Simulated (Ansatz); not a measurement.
Frontier orbitals of C2H6InN (`N/C=[CH]\[InH2]`).

Charge 0, multiplicity 1. Correlated methods include outer-core shells of In, which these sets cover unevenly. In takes the def2 core potential. Geometry: relaxed with PBE0-D4/def2-TZVP. It is one conformer, not always the lowest. Basis def2-TZVPP, the Gaussian-basis code of Ansatz.

```json
{"functional": "PBE", "HOMO (eV)": "-5.10", "LUMO (eV)": "-2.19", "gap (eV)": "2.91"}
{"functional": "revPBE", "HOMO (eV)": "-5.03", "LUMO (eV)": "-2.08", "gap (eV)": "2.95"}
{"functional": "B97M-V", "HOMO (eV)": "-5.31", "LUMO (eV)": "-2.17", "gap (eV)": "3.14"}
{"functional": "PBE0", "HOMO (eV)": "-6.14", "LUMO (eV)": "-1.48", "gap (eV)": "4.66"}
{"functional": "r2SCANh", "HOMO (eV)": "-5.67", "LUMO (eV)": "-1.70", "gap (eV)": "3.97"}
{"functional": "HSE06 (plane-wave form)", "HOMO (eV)": "-5.74", "LUMO (eV)": "-1.84", "gap (eV)": "3.90"}
{"functional": "CAM-B3LYP", "HOMO (eV)": "-7.40", "LUMO (eV)": "-0.70", "gap (eV)": "6.70"}
{"functional": "ωB97M-V", "HOMO (eV)": "-8.28", "LUMO (eV)": "-0.02", "gap (eV)": "8.26"}
```

A quarter of exact exchange (PBE0) shifts PBE's HOMO by −1.03 eV and its LUMO by +0.71 eV; full exchange at long range (ωB97M-V) shifts them by −3.17 and +2.17 eV. The gap opens from 2.91 to 8.25 eV, since occupied levels lose self-interaction and empty ones feel all the electrons.
